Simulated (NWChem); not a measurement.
The numbers come from NWChem runs, not from measurements. System: F$_{3}$Ga, charge 0, spin multiplicity 1, at a geometry optimised with B3LYP/def2-SVP. The structure started from a generated list of species. Level: PBE0/def2-SVP.

Output (cleaned and shortened):

```
             Northwest Computational Chemistry Package (NWChem) 7.3.0
             --------------------------------------------------------

                                NWChem Input Module
                                -------------------

 Scaling coordinates for geometry "geometry" by  1.889725989
 (inverse scale =  0.529177249)

                             Geometry "geometry" -> ""
                             -------------------------

 Output coordinates in angstroms (scale by  1.889725989 to convert to a.u.)

  No.       Tag          Charge          X              Y              Z
 ---- ---------------- ---------- -------------- -------------- --------------
    1 Ga                  31.0000     0.00000000     0.00000000    -0.00001100
    2 F                    9.0000     0.00000000     0.00000000     1.73329800
    3 F                    9.0000    -1.50111000     0.00000000    -0.86663100
    4 F                    9.0000     1.50111000     0.00000000    -0.86663100

 Effective nuclear repulsion energy (a.u.)     298.3673374976

            Nuclear Dipole moment (a.u.)
            ----------------------------
        X                 Y               Z
 ---------------- ---------------- ----------------
     0.0000000000     0.0000000000    -0.0000321253


 Summary of "ao basis" -> "" (spherical)
 ------------------------------------------------------------------------------
       Tag                 Description            Shells   Functions and Types
 ---------------- ------------------------------  ------  ---------------------
 *                          def2-svp                  on all atoms

                                 NWChem DFT Module
                                 -----------------

 Summary of "ao basis" -> "ao basis" (spherical)
 ------------------------------------------------------------------------------
       Tag                 Description            Shells   Functions and Types
 ---------------- ------------------------------  ------  ---------------------
 Ga                         def2-svp                12       32   5s4p3d
 F                          def2-svp                 6       14   3s2p1d

 Summary of "ao basis" -> "ao basis" (spherical)
 ------------------------------------------------------------------------------
       Tag                 Description            Shells   Functions and Types
 ---------------- ------------------------------  ------  ---------------------
 Ga                         def2-svp                12       32   5s4p3d
 F                          def2-svp                 6       14   3s2p1d

            General Information
            -------------------
          SCF calculation type: DFT
          Wavefunction type:  closed shell.
          No. of atoms     :     4
          No. of electrons :    58
           Alpha electrons :    29
            Beta electrons :    29
          Charge           :     0
          Spin multiplicity:     1
          Use of symmetry is: off; symmetry adaption is: off
          Maximum number of iterations: 100
          AO basis - number of functions:    74
                     number of shells:    30
          Convergence on energy requested:  1.00D-06
          Convergence on density requested:  1.00D-05
          Convergence on gradient requested:  5.00D-04

              XC Information
              --------------
                         PBE0 Method XC Functional
                     Hartree-Fock (Exact) Exchange  0.250
          PerdewBurkeErnzerhof Exchange Functional  0.750
            Perdew 1991 LDA Correlation Functional  1.000 local
           PerdewBurkeErnz. Correlation Functional  1.000 non-local

             Grid Information
             ----------------
          Grid used for XC integration:  medium
          Radial quadrature: Mura-Knowles
          Angular quadrature: Lebedev.
          Tag              B.-S. Rad. Rad. Pts. Rad. Cut. Ang. Pts.
          ---              ---------- --------- --------- ---------
          Ga                  1.30      112           6.0       590
          F                   0.50       49           7.0       434
          Grid pruning is: on
          Number of quadrature shells:   259
[...]
                  --------------- ------------------- ---------------
          dE  on:    start            ASAP                start
          dE off:    2 iters        100 iters           100 iters

      Screening Tolerance Information
      -------------------------------
          Density screening/tol_rho:  1.00D-10
          AO Gaussian exp screening on grid/accAOfunc:  14
          CD Gaussian exp screening on grid/accCDfunc:  20
          XC Gaussian exp screening on grid/accXCfunc:  20
          Schwarz screening/accCoul:  1.00D-08

      Superposition of Atomic Density Guess
      -------------------------------------

 Sum of atomic energies:       -2220.85339516

      Non-variational initial energy
      ------------------------------

 Total energy =   -2220.850060
 1-e energy   =   -3697.180067
 2-e energy   =    1177.962670
 HOMO         =      -0.641393
 LUMO         =      -0.108791

------------------------------------------------------------
EAF file 0: "./mol.aoints.0" size=524288 bytes
------------------------------------------------------------
               write      read    awrite     aread      wait
               -----      ----    ------     -----      ----
     calls:        1         0         0         0         0
   data(b): 5.24e+05  0.00e+00  0.00e+00  0.00e+00
   time(s): 0.00e+00  0.00e+00  0.00e+00  0.00e+00  0.00e+00
rate(mb/s): 0.00e+00  0.00e+00
------------------------------------------------------------

   convergence    iter        energy       DeltaE   RMS-Dens  Diis-err    time
 ---------------- ----- ----------------- --------- --------- ---------  ------
 d= 0,ls=0.0,diis     1  -2223.3392552740 -2.52D+03  2.42D-02  1.17D+00     0.7
 d= 0,ls=0.0,diis     2  -2223.1987229426  1.41D-01  1.25D-02  3.25D+00     0.8
 d= 0,ls=0.0,diis     3  -2223.4736413287 -2.75D-01  6.51D-04  1.78D-02     0.9
 d= 0,ls=0.0,diis     4  -2223.4743185050 -6.77D-04  2.84D-04  3.40D-03     1.0
 d= 0,ls=0.0,diis     5  -2223.4744763390 -1.58D-04  6.94D-05  1.70D-04     1.2
  Resetting Diis
 d= 0,ls=0.0,diis     6  -2223.4744856045 -9.27D-06  3.33D-06  4.29D-07     1.3
 d= 0,ls=0.0,diis     7  -2223.4744856274 -2.28D-08  3.17D-07  2.91D-10     1.4

         Total DFT energy =    -2223.474485627373
      One electron energy =    -3696.279122710714
           Coulomb energy =     1280.493839781225
    Exchange-Corr. energy =     -106.056540195461
 Nuclear repulsion energy =      298.367337497578

 Numeric. integr. density =       57.999997421191

     Total iterative time =      1.2s

                       DFT Final Molecular Orbital Analysis
                       ------------------------------------

 Vector   27  Occ=2.000000D+00  E=-4.278453D-01
              MO Center=  1.3D-01,  2.0D-08, -4.2D-01, r^2= 3.2D+00
   Bfn.  Coefficient  Atom+Function         Bfn.  Coefficient  Atom+Function
  ----- ------------  ---------------      ----- ------------  ---------------
    66      0.424870  4 F  pz                52      0.398844  3 F  pz
    69     -0.281711  4 F  pz                38      0.265346  2 F  pz
    55     -0.262365  3 F  pz                41     -0.163124  2 F  pz
    20     -0.137429  1 Ga d  0              64      0.132842  4 F  px
    67     -0.093512  4 F  px                17     -0.082362  1 Ga pz

 Vector   28  Occ=2.000000D+00  E=-4.278453D-01
              MO Center= -1.3D-01,  4.8D-09,  4.2D-01, r^2= 3.2D+00
   Bfn.  Coefficient  Atom+Function         Bfn.  Coefficient  Atom+Function
  ----- ------------  ---------------      ----- ------------  ---------------
    36      0.460584  2 F  px                50      0.327215  3 F  px
    39     -0.308262  2 F  px                64      0.301233  4 F  px
    53     -0.209116  3 F  px                67     -0.189801  4 F  px
    21     -0.158685  1 Ga d  1              52     -0.147977  3 F  pz
    55      0.104757  3 F  pz                15     -0.082361  1 Ga px

 Vector   29  Occ=2.000000D+00  E=-4.220261D-01
              MO Center= -6.6D-06, -7.6D-11,  6.8D-04, r^2= 3.4D+00
   Bfn.  Coefficient  Atom+Function         Bfn.  Coefficient  Atom+Function
  ----- ------------  ---------------      ----- ------------  ---------------
    36      0.387247  2 F  px                52      0.335211  3 F  pz
    66     -0.335208  4 F  pz                39     -0.280747  2 F  px
    55     -0.243029  3 F  pz                69      0.243027  4 F  pz
    50     -0.193441  3 F  px                64     -0.193440  4 F  px
    53      0.140253  3 F  px                67      0.140253  4 F  px

 Vector   30  Occ=0.000000D+00  E=-8.567911D-02
              MO Center=  3.0D-09, -7.7D-08, -4.7D-05, r^2= 3.1D+00
   Bfn.  Coefficient  Atom+Function         Bfn.  Coefficient  Atom+Function
  ----- ------------  ---------------      ----- ------------  ---------------
     5      0.714927  1 Ga s                  4      0.541680  1 Ga s
     3     -0.343507  1 Ga s                 38     -0.224060  2 F  pz
    35     -0.215047  2 F  s                 49     -0.215059  3 F  s
    63     -0.215059  4 F  s                 50      0.194054  3 F  px
    64     -0.194054  4 F  px                41      0.185348  2 F  pz

 Vector   31  Occ=0.000000D+00  E=-3.146507D-02
              MO Center= -6.5D-09,  4.4D-08, -1.4D-05, r^2= 3.5D+00
   Bfn.  Coefficient  Atom+Function         Bfn.  Coefficient  Atom+Function
  ----- ------------  ---------------      ----- ------------  ---------------
    16      0.675141  1 Ga py                13      0.491089  1 Ga py
    10     -0.227970  1 Ga py                37      0.178879  2 F  py
    51      0.178879  3 F  py                65      0.178879  4 F  py
    40     -0.161935  2 F  py                54     -0.161935  3 F  py
    68     -0.161935  4 F  py                 7      0.073200  1 Ga py

 Vector   32  Occ=0.000000D+00  E= 8.588803D-02
              MO Center=  1.6D-04, -1.6D-08, -2.5D-01, r^2= 5.4D+00
   Bfn.  Coefficient  Atom+Function         Bfn.  Coefficient  Atom+Function
  ----- ------------  ---------------      ----- ------------  ---------------
    17      1.141429  1 Ga pz                35     -0.439669  2 F  s
    49      0.219951  3 F  s                 63      0.219697  4 F  s
    14      0.202057  1 Ga pz                11     -0.123019  1 Ga pz
    34     -0.119568  2 F  s                 52      0.116748  3 F  pz
    66      0.116825  4 F  pz                50     -0.115341  3 F  px

 center of mass
 --------------
 x =   0.00000000 y =   0.00000000 z =  -0.00000111

 moments of inertia (a.u.)
 ------------------
         305.735885219128           0.000000000000           0.000000000000
           0.000000000000         611.488183831992           0.000000000000
           0.000000000000           0.000000000000         305.752298612863

     Multipole analysis of the density
     ---------------------------------

     L   x y z        total         alpha         beta         nuclear
     -   - - -        -----         -----         ----         -------
     0   0 0 0     -0.000000    -29.000000    -29.000000     58.000000

     1   1 0 0     -0.000000     -0.000000     -0.000000      0.000000
     1   0 1 0      0.000000      0.000000      0.000000      0.000000
     1   0 0 1     -0.000068     -0.000018     -0.000018     -0.000032

     2   2 0 0    -25.915590    -85.378912    -85.378912    144.842233
     2   1 1 0      0.000000      0.000000      0.000000      0.000000
     2   1 0 1      0.000001      0.000000      0.000000      0.000000
     2   0 2 0    -18.834649     -9.417325     -9.417325      0.000000
     2   0 1 1     -0.000000     -0.000000     -0.000000      0.000000
     2   0 0 2    -25.915286    -85.374872    -85.374872    144.834458

 Task  times  cpu:        1.4s     wall:        1.4s

 Total times  cpu:        1.4s     wall:        1.4s
```

Problem. Write an NWChem input that would produce this output.

Solution. One answer among several that fit: 
```
start mol
memory heap 200 mb stack 900 mb global 1100 mb
geometry units angstroms nocenter noautoz noautosym
  Ga     0.000000     0.000000    -0.000011
  F      0.000000     0.000000     1.733298
  F     -1.501110     0.000000    -0.866631
  F      1.501110     0.000000    -0.866631
end
basis spherical
  * library def2-svp
end
dft
  xc pbe0
  semidirect memsize 60000000 filesize 0
  iterations 100
end
task dft energy
```
